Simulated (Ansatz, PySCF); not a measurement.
C2H7AlS. Atoms are numbered in the order given.

```xyz
11

Al    -0.5678     0.5801     0.6267
H     -2.0566     0.0282     0.8501
C      0.1671     2.2042     1.4412
H      0.1231     2.1444     2.5498
H     -0.4275     3.0960     1.1482
H      1.2213     2.3874     1.1511
S      0.7203    -0.6013    -0.7017
C     -0.3743    -1.9929    -1.2144
H     -1.3789    -1.9200    -0.7546
H      0.0958    -2.9471    -0.9092
H     -0.4777    -1.9781    -2.3160
```

Geometry optimised at PBE-D3(BJ)/def2-SVP. The structure was generated by enumeration; whether it is a known compound was not checked. The values are those of a single conformer.

Vertical ionisation energy (IE) and electron affinity (EA) in eV. Rows of orbital energies are one-electron estimates. Where ΔSCF, EOM or ADC give a negative EA the extra electron is unbound and the value depends on the basis.

| level | IE | EA |
|---|---|---|
| −ε(HOMO), −ε(LUMO), CAM-B3LYP/def2-TZVP (PySCF) | 8.29 | -0.06 |
| −ε(HOMO), −ε(LUMO), PBE/def2-TZVP (PySCF) | 5.87 | 1.60 |
| ΔSCF, CAM-B3LYP/def2-SVPD (Ansatz), final states of multiplicity 2 and 2 | 9.19 | -0.69 |
| ΔSCF, PBE/def2-SVPD (Ansatz), final states of multiplicity 2 and 2 | 9.03 | -0.53 |

Task: What vertical singlet–triplet gap does ΔSCF give with CAM-B3LYP/def2-SVPD (Ansatz, a quantum-chemistry and plane-wave program) and with PBE/def2-SVPD (Ansatz)? (An estimate is asked for; the answer gives what the named calculation found.)

Result: 4.81 and 4.44 eV (triplet above singlet where positive).
